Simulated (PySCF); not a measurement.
## Two-component Hartree-Fock for Ge²⁺ (germanium, charge +2)

Start: [Ar] 3d10 4s2. Calculated with PySCF 2.14 in x2c-TZVPall-2c (6s7p4d1f, 54 functions): generalised Hartree-Fock with the X2C-1e Hamiltonian and a Gaussian nucleus; one run each with spin-orbit coupling (SO) switched off, then screened by Boettger's factors.

| spinor shell | electrons | ε, spin-free (eV) | ε, screened SO (eV) | weight of nominal j (screened SO) | rms radius, screened SO (bohr) |
| --- | --- | --- | --- | --- | --- |
| 1s1/2 | 2 | -11199.7 | -11199.5 | 1.000 | 0.0542 |
| 2s1/2 | 2 | -1474.1 | -1474.0 | 1.000 | 0.227 |
| 2p1/2 | 2 | -1285.9 | -1307.8 | 1.000 | 0.201 |
| 2p3/2 | 4 | -1285.9 | -1275.3 | 1.000 | 0.204 |
| 3s1/2 | 2 | -221.50 | -221.49 | 1.000 | 0.667 |
| 3p1/2 | 2 | -161.64 | -164.74 | 1.000 | 0.693 |
| 3p3/2 | 4 | -161.64 | -160.14 | 1.000 | 0.704 |
| 3d3/2 | 4 | -63.458 | -63.837 | 1.000 | 0.806 |
| 3d5/2 | 6 | -63.458 | -63.205 | 1.000 | 0.811 |
| 4s1/2 | 2 | -32.434 | -32.434 | 1.000 | 2.14 |

| quantity | spin-free | screened SO |
| --- | --- | --- |
| E (hartree) | -2096.17746 | -2096.25459 |
| M_J | 0 | 0 |
| ⟨J²⟩ | 0.000 | 0.000 |
| ⟨L²⟩ | 0.000 | 0.002 |
| ⟨S²⟩ | 0.000 | 0.002 |

Without spin-orbit coupling the j labels of p, d and f shells carry no meaning; the spin-free column gives the mean over the occupied spinors of each nl shell.
